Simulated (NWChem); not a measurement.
# C2H7Si2, doublet; SMILES C1[SiH2]C[SiH]1

```xyz
11

C     -0.2159     0.0447    -1.3663
Si     0.0431     1.3583     0.0000
C     -0.2159     0.0447     1.3663
Si     0.1026    -1.2435     0.0000
H     -1.2616     0.0017    -1.7137
H      0.4461     0.0768    -2.2431
H      1.4683     1.8406     0.0000
H      0.4461     0.0768     2.2431
H     -1.2616     0.0017     1.7137
H      1.5228    -1.7088     0.0000
H     -0.8094    -2.4326     0.0000
```
Atoms are numbered in this order, from 1.

Program: NWChem. Spin-unrestricted. In the optimisation the excess spin sits in a' (Cs, its own frame). Geometry: optimised at PBE0/def2-SVP, spin-unrestricted. No stability test was run on the SCF state. Level PBE0/def2-SVPD: energy and gradient; each run changes one setting, and changes count from the defaults (medium grid, exact Coulomb integrals, symmetry on).

```
setting                              size of the energy change (μHa)  largest change of a gradient component (μHa/bohr)  time, defaults = 1 (rough)
-----------------------------------  -------------------------------  -------------------------------------------------  --------------------------
defaults                                                        < 10                                               < 30                     about 1
Becke weights                                                   < 10                                                 70                     about 1
tight SCF thresholds and tolerances                             < 10                                               < 30                     about 1
extra-fine grid                                                 < 10                                                 70                           3
symmetry off                                                    < 10                                        other frame                     about 1
```
